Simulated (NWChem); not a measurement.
Program: NWChem. System: CH2Cl, charge 0, spin multiplicity 2, at a geometry optimised with UB3LYP/def2-SVP. The structure started from a generated list of species. Its SCF solution wasn't tested for a lower state. Level: ROCCSD(T)/def2-TZVP, 6 core orbitals frozen.

Output (cleaned and shortened):

```
             Northwest Computational Chemistry Package (NWChem) 7.3.0
             --------------------------------------------------------

                                NWChem Input Module
                                -------------------

 Scaling coordinates for geometry "geometry" by  1.889725989
 (inverse scale =  0.529177249)

 Turning off AUTOSYM since
 SYMMETRY directive was detected!

                             Geometry "geometry" -> ""
                             -------------------------

 Output coordinates in angstroms (scale by  1.889725989 to convert to a.u.)

  No.       Tag          Charge          X              Y              Z
 ---- ---------------- ---------- -------------- -------------- --------------
    1 C                    6.0000     0.00000000     0.00000000    -1.12050700
    2 Cl                  17.0000     0.00000000     0.00000000     0.58752700
    3 H                    1.0000     0.96199700     0.00000000    -1.63245800
    4 H                    1.0000    -0.96199700     0.00000000    -1.63245800

 Effective nuclear repulsion energy (a.u.)      45.1399200962

            Nuclear Dipole moment (a.u.)
            ----------------------------
        X                 Y               Z
 ---------------- ---------------- ----------------
     0.0000000000     0.0000000000     0.0000018897

      Symmetry information
      --------------------

 Group name             C2v
 Group number             16
 Group order               4
 No. of unique centers     3

      Symmetry unique atoms

     1    2    3


 Summary of "ao basis" -> "" (spherical)
 ------------------------------------------------------------------------------
       Tag                 Description            Shells   Functions and Types
 ---------------- ------------------------------  ------  ---------------------
 *                         def2-tzvp                  on all atoms

 Summary of "ao basis" -> "ao basis" (spherical)
 ------------------------------------------------------------------------------
       Tag                 Description            Shells   Functions and Types
 ---------------- ------------------------------  ------  ---------------------
 C                         def2-tzvp                11       31   5s3p2d1f
 Cl                        def2-tzvp                13       37   5s5p2d1f
 H                         def2-tzvp                 4        6   3s1p

                                 NWChem SCF Module
[...]
     2   0 0 2    -12.750170     -5.634260     66.890496

                   NWChem Extensible Many-Electron Theory Module
                   ---------------------------------------------


            General Information
            -------------------
      Number of processors :     1
         Wavefunction type : Restricted open-shell Hartree-Fock
          No. of electrons :    25
           Alpha electrons :    13
            Beta electrons :    12
           No. of orbitals :   160
            Alpha orbitals :    80
             Beta orbitals :    80
        Alpha frozen cores :     6
         Beta frozen cores :     6
     Alpha frozen virtuals :     0
      Beta frozen virtuals :     0
         Spin multiplicity : doublet
    Number of AO functions :    80
       Number of AO shells :    32
        Use of symmetry is : on
      Symmetry adaption is : on
         Schwarz screening : 0.10D-09

          Correlation Information
          -----------------------
          Calculation type : Coupled-cluster singles & doubles w/ perturbation
   Perturbative correction : (T)
            Max iterations :      100
        Residual threshold : 0.10D-05
     T(0) DIIS level shift : 0.00D+00
     L(0) DIIS level shift : 0.00D+00
     T(1) DIIS level shift : 0.00D+00
     L(1) DIIS level shift : 0.00D+00
     T(R) DIIS level shift : 0.00D+00
     T(I) DIIS level shift : 0.00D+00
   CC-T/L Amplitude update :  5-th order DIIS
                I/O scheme : Global Array Library
        L-threshold :  0.10D-05
        EOM-threshold :  0.10D-05
 no EOMCCSD initial starts read in
 TCE RESTART OPTIONS
 SLICE:      F
 D4D5:       F
 quantumc:   F
 qrotation:  F
 pwtce:      F
 qducc:      F
 nacto:                         0
 nrotv:                         0
 nrot:                          0

            Memory Information
            ------------------
          Available GA space size is     249024000 doubles
          Available MA space size is     104850132 doubles

 Maximum block size supplied by input
 Maximum block size        24 doubles

 tile_dim =     18

 -------------------------------------------------

 Global array virtual files algorithm will be used

 Parallel file system coherency ......... OK

 4-electron integrals stored in orbital form

 v2    file size   =          1780690
 4-index algorithm nr.  13 is used
 imaxsize =       30
 imaxsize ichop =        0


CCSD iterations
 ---------------------------------------------------------
 Iter          Residuum       Correlation     Cpu    Wall
 ---------------------------------------------------------
    1   0.1566121744046  -0.3400966084793     0.8     0.8
    2   0.0385269734574  -0.3587726672887     0.8     0.8
    3   0.0141977813355  -0.3648594296625     0.8     0.8
    4   0.0059330303312  -0.3664070879401     0.8     0.8
    5   0.0040732765745  -0.3667151253252     0.8     0.8
    6   0.0011540112310  -0.3670573713620     0.8     0.8
    7   0.0005717100014  -0.3671067060574     0.8     0.8
    8   0.0002474709791  -0.3671077732473     0.9     0.9
    9   0.0001915305059  -0.3671119141719     0.9     0.9
   10   0.0000786823819  -0.3671178286179     1.0     1.0
   11   0.0000248492748  -0.3671205054538     0.8     0.8
   12   0.0000183280832  -0.3671210666926     0.9     0.9
   13   0.0000066699997  -0.3671219536752     0.9     0.9
   14   0.0000087141336  -0.3671215887517     0.8     0.8
   15   0.0000039803817  -0.3671220053480     0.8     0.8
   16   0.0000006769059  -0.3671218863784     0.8     0.8
 -----------------------------------------------------------------
 Iterations converged
 CCSD correlation energy / hartree =        -0.367121886378396
 CCSD total energy / hartree       =      -498.868988167922623

 Singles contributions

 Doubles contributions
 CCSD(T)
 Using plain CCSD(T) code
             total no. of tasks         1632
 total no. of tasks / no. procs         1632
                         wl_min            1           1.0
                         wl_max       122472           7.0
        thresh for no. of tasks         1632

 CCSD[T]  correction energy / hartree =        -0.015103076358298
 CCSD[T] correlation energy / hartree =        -0.382224962736694
 CCSD[T] total energy / hartree       =      -498.884091244280910
 CCSD(T)  correction energy / hartree =        -0.014665552900183
 CCSD(T) correlation energy / hartree =        -0.381787439278579
 CCSD(T) total energy / hartree       =      -498.883653720822792

 Task  times  cpu:       31.5s     wall:       31.5s

 Total times  cpu:       31.6s     wall:       31.6s
```

**Question.** Write an NWChem input that would produce this output.

**Answer.** One answer among several that fit: 
```
start mol
memory heap 100 mb stack 700 mb global 1900 mb
geometry units angstroms nocenter noautoz
  C      0.000000     0.000000    -1.120507
  Cl     0.000000     0.000000     0.587527
  H      0.961997     0.000000    -1.632458
  H     -0.961997     0.000000    -1.632458
  symmetry group C2v
end
basis spherical
  * library def2-tzvp
end
scf
  rohf
  nopen 1
  maxiter 100
  thresh 1e-7
  semidirect memsize 60000000 filesize 0
  # guess.movecs holds the orbitals of an unrestricted PBE0 run
  vectors input guess.movecs output mol.movecs
end
tce
  freeze core 6
  ccsd(t)
  2eorb
  2emet 13
  thresh 1e-6
  maxiter 100
  tilesize 24
end
task tce energy
```
